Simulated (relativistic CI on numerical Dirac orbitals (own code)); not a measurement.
Energy levels of Dy V

Calculated at this level of theory: Dirac-Coulomb-Breit CI, separate exchange-only KLI orbitals for each configuration, a model potential for QED, valence Slater integrals scaled by 0.8 (own radial code, finite nucleus).

CI space (outside the closed core [Xe]): 4f8.

The lowest level is 4f8 7F_6, with 94 % of that term; Hund's rules for 4f8 give 7F with J = 6, in agreement.

| No. | Configuration | Term | J | E (cm⁻¹) | % | Next component (%) |
| --- | --- | --- | --- | --- | --- | --- |
| 1 | 4f8 | 7F | 6 | 0.0 | 94 | 6 5G |
| 2 | 4f8 | 7F | 5 | 2535.7 | 96 | 3 5G |
| 3 | 4f8 | 7F | 4 | 3940.6 | 93 | 4 5D |
| 4 | 4f8 | 7F | 3 | 5121.6 | 93 | 5 5D |
| 5 | 4f8 | 7F | 2 | 5932.5 | 92 | 6 5D |
| 6 | 4f8 | 7F | 1 | 6484.3 | 92 | 7 5D |
| 7 | 4f8 | 7F | 0 | 6750.6 | 92 | 7 5D |
| 8 | 4f8 | 5D | 4 | 19424.6 | 88 | 5 3F |
| 9 | 4f8 | 5L | 10 | 25032.1 | 91 | 8 3M |
| 10 | 4f8 | 5G | 6 | 25543.5 | 52 | 15 5H |
| 11 | 4f8 | 5D | 3 | 26494.8 | 86 | 6 7F |
| 12 | 4f8 | 5L | 9 | 26926.9 | 93 | 4 3M |
| 13 | 4f8 | 5G | 5 | 27383.1 | 63 | 24 5H |
| 14 | 4f8 | 5G | 4 | 27827.8 | 64 | 21 5H |
| 15 | 4f8 | 5L | 8 | 27846.3 | 89 | 4 3K |
| 16 | 4f8 | 5L | 7 | 28060.9 | 77 | 10 3K |
| 17 | 4f8 | 5D | 2 | 28183.3 | 61 | 25 3P |
| 18 | 4f8 | 5L | 6 | 28285.6 | 75 | 13 3K |
| 19 | 4f8 | 5G | 3 | 28760.4 | 76 | 14 5H |
| 20 | 4f8 | 5G | 2 | 29485.2 | 90 | 8 3F |
| 21 | 4f8 | 5H | 7 | 30876.1 | 74 | 10 5L |
| 22 | 4f8 | 5D | 1 | 31496.7 | 74 | 16 3P |
| 23 | 4f8 | 5D | 0 | 31890.9 | 65 | 22 3P |
| 24 | 4f8 | 5H | 6 | 32841.9 | 57 | 20 5I |
| 25 | 4f8 | 5H | 5 | 33957.8 | 47 | 25 5G |
| 26 | 4f8 | 5H | 4 | 34665.9 | 51 | 24 5G |
| 27 | 4f8 | 5I | 8 | 35265.8 | 81 | 10 3K |
| 28 | 4f8 | 5H | 3 | 35291.4 | 80 | 14 5G |
| 29 | 4f8 | 5F | 5 | 35529.3 | 79 | 10 5G |
| 30 | 4f8 | 5F | 4 | 36063.6 | 68 | 11 5G |
| 31 | 4f8 | 5I | 7 | 36925.8 | 70 | 10 3I |
| 32 | 4f8 | 5F | 3 | 37748.9 | 80 | 8 5D |
| 33 | 4f8 | 5I | 4 | 38172.6 | 59 | 20 5H |
| 34 | 4f8 | 5I | 6 | 38219.1 | 55 | 23 5H |
| 35 | 4f8 | 5F | 2 | 38397.4 | 83 | 5 3P |
| 36 | 4f8 | 5I | 5 | 38779.2 | 61 | 21 5H |
| 37 | 4f8 | 5F | 1 | 38857.8 | 90 | 7 3D |
| 38 | 4f8 | 3I | 6 | 39495.4 | 33 | 12 5G |
| 39 | 4f8 | 5K | 9 | 39783.8 | 90 | 6 3L |
| 40 | 4f8 | 3P | 2 | 40122.1 | 40 | 39 5D |
| 41 | 4f8 | 3O | 10 | 40194.6 | 34 | 28 3M |
| 42 | 4f8 | 3I | 5 | 41593.4 | 33 | 29 5K |
| 43 | 4f8 | 5K | 8 | 41632.9 | 79 | 12 3K |
| 44 | 4f8 | 5K | 7 | 42269.6 | 40 | 29 3I |
| 45 | 4f8 | 3O | 12 | 42308.0 | 90 | 10 1Q |

Energies count from the lowest computed level.

The mean weight of the leading LS term, summed over parents, in these 45 levels is 73 %, and that of the leading jj configuration (from the same eigenvectors) 44 %, so LS coupling describes them better.

One configuration and one scale for all Slater integrals: terms of lower spin can come out thousands of cm⁻¹ low, and their order can be wrong.

Landé's interval rule says that E(J) − E(J−1) = AJ with one A. For the ground term the intervals give A = -266.3, -275.9, -270.3, -295.3, -281.0, -422.6 cm⁻¹ for J = 1, 2, 3, 4, 5, 6; the multiplet is inverted.

LS names give the leading component of a level, which can be under half, so a name can repeat, a term be missing and a line seem to break the LS rules.
